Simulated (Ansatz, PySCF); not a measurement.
Scan of F2Si, singlet: symmetric bend, bond length relaxed. Scanned: F-Si-F angle. Other coordinates (Si-F bond length) were minimised at PBE0/def2-TZVP.

- RKS-B3LYP/LANL2DZ = PySCF 2.14.0 with restricted B3LYP/LANL2DZ, with its core potentials past Ne
- CCSD(T)/aug-cc-pVQZ = CCSD(T) on RHF/aug-cc-pVQZ, frozen core run with Ansatz (a quantum-chemistry and plane-wave program)

Energies relative to the lowest point of each profile, in mEh:

| a / ° | RKS-B3LYP/LANL2DZ |
|---|---|
| 180 | 74.7 |
| 167 | 70.2 |
| 157 | 61.3 |
| 147 | 49.3 |
| 137 | 35.8 |
| 127 | 22.7 |
| 117 | 11.3 |
| 107 | 3.1 |
| 97 | 0.0 |
| 87 | 4.2 |
| 80 | 13.7 |

Q: Predict the corresponding CCSD(T)/aug-cc-pVQZ column.

A: 180: 68.8; 167: 65.1; 157: 57.4; 147: 45.9; 137: 32.4; 127: 19.2; 117: 8.1; 107: 1.0; 97: 0.0; 87: 8.2; 80: 22.0 (mEh).
